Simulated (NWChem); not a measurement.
# C₃H₅ClSi; SMILES [SiH3]C=C=CCl

Program: NWChem. Coordinates come from a PBE0/def2-SVP optimisation. Level: PBE0/def2-SVP with SMD (1 M gas to 1 M solution), gas-phase geometry. Reactions with the solvent are ignored.

For solvent water:

* **solvation free energy (kcal/mol)**: 1.6
* **cavity-dispersion-structure term (kcal/mol)**: 4.2
* **dipole in solution (D)**: 1.94

Task: How do the values read with solvent toluene instead?

Result: 
| Quantity | Result |
|---|---|
| solvation free energy (kcal/mol) | -2.9 |
| cavity-dispersion-structure term (kcal/mol) | -1.5 |
| dipole in solution (D) | 1.68 |
